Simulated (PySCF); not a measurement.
# What the low excited states add to the polarisability

CH6F3PSi2.
Geometry (GFN2-xTB, Å), atoms numbered from 1 in this order:
```
atom  x, y, z in Å
F1     2.320    1.438   -0.867
Si2    2.142    0.554    0.472
P3     0.965   -1.301   -0.001
Si4   -0.881   -0.455   -0.909
C5    -1.972   -0.049    0.638
F6    -3.151    0.517    0.266
F7    -1.347    0.873    1.429
H8     1.460    1.425    1.408
H9     3.503    0.168    0.813
H10    1.588   -1.542   -1.213
H11   -0.825    0.780   -1.694
H12   -1.592   -1.505   -1.641
H13   -2.215   -0.904    1.283
```

Theory: TDDFT B3LYP/def2-SVPD, vertical, gas phase, core orbitals frozen in the response in PySCF.

Excitation energies and transition dipoles (atomic units, axes of the coordinates) of those of the lowest 8 singlets that add 0.02 au or more to the mean polarisability:

| state | ΔE (hartree) | μx | μy | μz |
| --- | --- | --- | --- | --- |
| S1 | 0.2146 | -0.284 | 0.075 | -0.159 |
| S2 | 0.2272 | 0.007 | 0.214 | 0.152 |
| S3 | 0.2386 | -0.303 | 0.405 | -0.375 |
| S4 | 0.2436 | 0.327 | 0.397 | 0.052 |
| S5 | 0.2513 | -0.157 | -0.054 | -0.241 |
| S6 | 0.2602 | 0.069 | -0.132 | -0.055 |
| S7 | 0.2611 | -0.236 | -0.091 | 0.027 |
| S8 | 0.2661 | 0.164 | -0.035 | 0.136 |

What does each state add to αxx, αyy and αzz, and how do the sums compare with the full static tensor?

Each state adds 2 μα² / ΔE.

```
        state  αxx (au)  αyy (au)  αzz (au)
           S1      0.75      0.05      0.23
           S2      0.00      0.40      0.20
           S3      0.77      1.37      1.18
           S4      0.88      1.30      0.02
           S5      0.20      0.02      0.46
           S6      0.04      0.13      0.02
           S7      0.43      0.06      0.01
           S8      0.20      0.01      0.14
 all 8 states       3.3       3.4       2.3
full response     109.8      89.1      84.9
    share (%)         3         4         3
```

The rest comes from the higher roots of the same response equations.

Give the full tensor and its principal values.

In au, rows and columns x, y, z:
```
x   109.8   2.2   7.9
y     2.2  89.1   4.1
z     7.9   4.1  84.9
```
Principal values 81.2, 90.1 and 112.6 au; mean 94.6 au (14.02 Å³).

By how much does the contribution of these states grow at 1064 nm?

With ω = 0.0428 hartree each state's term in the mean polarisability goes from f / ΔE² to f / (ΔE² − ω²), f = (2/3) ΔE |μ|²; the sum over all 8 states goes from 2.96 to 3.06 au, a rise of 0.10 au.

One conformer stands for the species.
